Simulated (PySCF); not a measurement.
C8H13P.
SMILES with atom numbers: `[CH2:1]=[CH:2][CH:3]1[CH2:4][P:5]([CH:6]2[CH2:7][CH2:8]2)[CH2:9]1` (hydrogens: H10, H11 on C1; H12 on C2; H13 on C3; H14, H15 on C4; H16 on C6; H17, H18 on C7; H19, H20 on C8; H21, H22 on C9)

Geometry (PBE0-D3(BJ)/def2-SVP, Å), atoms numbered from 1 in this order:
```
atom  x, y, z in Å
C1    -3.6739   -0.3612   -0.7159
C2    -2.7567    0.0695    0.1515
C3    -1.2829    0.0963   -0.0871
C4    -0.4002   -0.6689    0.9257
P5     0.9509    0.6392    0.8210
C6     1.8075    0.0994   -0.7063
C7     3.1633   -0.5420   -0.5577
C8     3.0558    0.8414   -1.1085
C9    -0.5739    1.4600    0.0798
H10   -4.7405   -0.3540   -0.4757
H11   -3.3891   -0.7393   -1.7035
H12   -3.0829    0.4408    1.1332
H13   -1.0829   -0.2900   -1.0996
H14   -0.1360   -1.7062    0.6725
H15   -0.8358   -0.6593    1.9384
H16    1.1856   -0.2767   -1.5272
H17    3.5629   -0.6604    0.4542
H18    3.4134   -1.3591   -1.2394
H19    3.3805    1.6714   -0.4733
H20    3.2316    0.9957   -2.1765
H21   -0.4457    2.0710   -0.8256
H22   -1.0588    2.0803    0.8518
```

Computed with PySCF at PBE0/pcSseg-1, non-relativistic, on one gas-phase PBE0-D3(BJ)/def2-SVP geometry that isn't relaxed in the solvent. The solvent is an IEF-PCM continuum (Bondi radii, 1.10 Å for H, scaled by 1.2). Only the electrostatic response of the medium enters.

```tsv
run	E − E(gas) (kcal/mol)	HOMO (eV)	HOMO–LUMO gap (eV)	dipole (D)
gas	0.00	-6.46	6.40	1.20
P	-3.81	-6.55	6.49	1.72
Q	-3.03	-6.52	6.47	1.59
```

Question: The runs were made in tetrahydrofuran and water. Which run belongs to which solvent?

Answer: P = water, Q = tetrahydrofuran. The dielectric constants are 7.426 (tetrahydrofuran), 78.36 (water), and the energy falls further as ε rises. In this model the ground state sees the solvent through ε alone.

Question: How constant is the ratio of the lowering to (ε − 1)/(2ε + 1)?

Answer: 
| solvent | (ε − 1)/(2ε + 1) | E − E(gas) (kcal/mol) | ratio (kcal/mol) | polarisation term (kcal/mol) |
| --- | --- | --- | --- | --- |
| tetrahydrofuran | 0.405 | -3.03 | -7.5 | -3.33 |
| water | 0.490 | -3.81 | -7.8 | -4.30 |

The ratio changes by +3.9 % in size from tetrahydrofuran to water. The polarisation term is half the interaction of the solute with the induced surface charges.

On one thread, Arm Neoverse V2 (aarch64), no GPU, on a shared host, this took 47 s wall and 1.4 GiB of memory at its peak. This is the whole shielding run at PBE0/pcSseg-1 in water, SCF included.
